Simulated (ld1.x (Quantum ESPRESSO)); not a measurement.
**u(r) = r·R(r): atom against pseudo-atom (silicon)**

Columns: radius, all-electron u(r) and pseudo u(r) of the 3p shell (level -4.09 eV) of silicon in the configuration [Ne] 3s2 3p2; PBE, non-relativistic, PAW scheme, ld1.x (Quantum ESPRESSO) 7.5.

```
r (bohr)  all-electron   pseudo
   0.128        0.1379  -0.0078
   0.255        0.2469  -0.0305
   0.382        0.2478  -0.0668
   0.510        0.1767  -0.1150
   0.638        0.0716  -0.1721
   0.765       -0.0426  -0.2344
   0.893       -0.1543  -0.2995
   1.020       -0.2551  -0.3634
   1.148       -0.3437  -0.4241
   1.275       -0.4182  -0.4783
   1.402       -0.4799  -0.5248
   1.530       -0.5297  -0.5628
   1.658       -0.5676  -0.5916
   1.785       -0.5946  -0.6114
   1.912       -0.6122  -0.6232
   2.040       -0.6217  -0.6281
   2.168       -0.6243  -0.6273
   2.295       -0.6210  -0.6220
   2.422       -0.6130  -0.6131
   2.550       -0.6011  -0.6011
   2.678       -0.5861  -0.5861
   2.805       -0.5689  -0.5689
   2.932       -0.5500  -0.5500
   3.060       -0.5297  -0.5297
   3.188       -0.5086  -0.5086
   3.315       -0.4873  -0.4873
```

Q: How many radial nodes do the two functions have?

A: The all-electron 3p function has n − l − 1 = 1; the pseudo-wave has 0, since the states of the same l below it are removed with the core.

Q: At about which radius was the pseudo-wave matched?

A: 2.55 bohr. The columns agree to 0.0005 from 2.42 bohr on; several derivatives are matched, so the curves merge somewhat inside the radius.

Q: Where does each function peak?

A: Outermost all-electron maximum near 2.17 bohr, pseudo maximum near 2.04 bohr (to the table’s step).

Q: Is the pseudo-wave norm-conserving?

A: No, it belongs to a PAW set: the norm inside the radius is not constrained, and the difference is carried by the augmentation charge.
